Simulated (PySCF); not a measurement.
A PySCF script (with the pyscf-properties extension) for the NMR shieldings of `CB(C)C1=CCOBCB1`, C$_{6}$H$_{13}$B$_{3}$O, on a GFN2-xTB geometry:

```python
import basis_set_exchange as bse
import numpy as np
from pyscf import gto, dft
from pyscf.prop import nmr

atoms = """
C    -2.033387    1.901862    0.617827
B    -1.670313    0.387091    0.363100
C    -2.829748   -0.682475    0.228417
C    -0.158172   -0.025613    0.228486
C     0.154187   -1.330948    0.118268
C     1.497992   -1.985961   -0.028765
O     2.658000   -1.304843    0.395071
B     3.019953   -0.068417    0.081679
C     2.124691    0.907370   -0.817460
B     0.944750    1.074409    0.189660
H    -3.092317    2.128703    0.514479
H    -1.478270    2.571524   -0.035989
H    -1.744283    2.176822    1.632390
H    -2.720260   -1.497914    0.941883
H    -3.820712   -0.258964    0.374005
H    -2.817212   -1.140933   -0.760332
H    -0.629936   -2.080691    0.130897
H     1.618660   -2.238542   -1.094850
H     1.491201   -2.931859    0.529313
H     4.042243    0.268286    0.550664
H     1.838450    0.384019   -1.729460
H     2.658033    1.815563   -1.082832
H     0.941698    1.958498    0.960372
"""
names = dict.fromkeys(["C", "B", "O", "H"], "pcSseg-1")
basis = {el: gto.basis.parse(bse.get_basis(n, elements=[el], fmt="nwchem")) for el, n in names.items()}
mol = gto.M(atom=atoms, basis=basis, charge=0, verbose=0)
mf = dft.RKS(mol, xc="PBE0")
mf.grids.level = 2
mf.grids.alignment = dft.numint.BLKSIZE   # the property module wants whole blocks of grid points
mf.conv_tol = 1e-9
mf.kernel()

calc = nmr.RKS(mf)   # GIAO
C = mf.mo_coeff
Co = C[:, mf.mo_occ > 0]
resp = mf.gen_response(singlet=True, hermi=2)
def vind(x):   # induced exchange potential for any number of trial vectors
    d = np.einsum("pi,xij,qj->xpq", C, 2 * x.reshape(-1, C.shape[1], Co.shape[1]), Co, optimize=True)
    return np.einsum("xpq,pi,qj->xij", resp(d - d.transpose(0, 2, 1)), C, Co, optimize=True).ravel()
mo1, _ = nmr.rhf.solve_mo1(calc, with_cphf=vind)
sigma = calc.kernel(mo1)
for i, s in enumerate(sigma):   # ppm
    print("%2d %-2s %9.2f" % (i, mol.atom_pure_symbol(i), np.trace(s) / 3))
```

Question: What does it print?

Answer: 
```
 0 C     168.88
 1 B      22.50
 2 C     176.17
 3 C      23.84
 4 C      22.46
 5 C     112.71
 6 O     103.67
 7 B      54.62
 8 C     139.68
 9 B      25.12
10 H      30.50
11 H      30.75
12 H      30.44
13 H      30.61
14 H      30.59
15 H      30.81
16 H      24.39
17 H      26.50
18 H      26.21
19 H      26.28
20 H      29.79
21 H      28.35
22 H      24.00
```

These numbers come from an equivalent density-fitted implementation of the same equations, which agrees with the script to about 0.01 ppm for H and up to a few tenths of a ppm for heavy atoms, so last digits may differ.

Size and cost of the density-fitted run: 235 basis functions, 2 min wall time on 1 thread of an Arm Neoverse N1, shared host; peak memory 1.2 GiB.
